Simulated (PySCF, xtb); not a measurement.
C2H6OSTe, SMILES [Te](SC)OC. One conformer was computed; it need not be the lowest.

Harmonic wavenumbers (cm⁻¹) from xtb with GFN2-xTB at its own minimum, in rising order: 50, 72, 118, 134, 170, 205, 253, 364, 473, 706, 943, 945, 1034, 1133, 1138, 1313, 1408, 1440, 1447, 1471, 1482, 2936, 2948, 2983, 3033, 3044, 3059.

Problem. What does PBE0-D3(BJ)/def2-SVP (PySCF 2.14.0) give at its own minimum? (Estimate from the structure and the level; the computed values follow.)

Solution. 59, 97, 129, 152, 186, 226, 291, 366, 548, 716, 960, 963, 1112, 1172, 1181, 1322, 1435, 1448, 1450, 1453, 1481, 3002, 3066, 3084, 3124, 3181, 3200. Paired by order, the mean absolute difference is 42 cm⁻¹ and the zero-point energies are 49.0 and 50.6 kcal/mol.
